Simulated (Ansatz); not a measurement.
This singlet lies 0.96 eV below the relaxed triplet at the level frozen-core CCSD(T)/aug-cc-pVDZ // PBE0-D3(BJ)/def2-TZVPD (Ansatz, a first-principles code).

A geometry relaxed with PBE0-D3(BJ)/def2-TZVPD (Ansatz), charge -1, multiplicity 1:

```xyz
5

C     -0.7266     0.0543     0.1585
H     -1.0489    -0.8952    -0.3968
O     -1.5602     0.9453     0.1918
Al     1.1779     0.0821     1.0438
Cl     2.1578    -0.1864    -0.9974
```

Q: Write the SMILES of this molecule.

A: `O=[CH][Al-][Cl]`
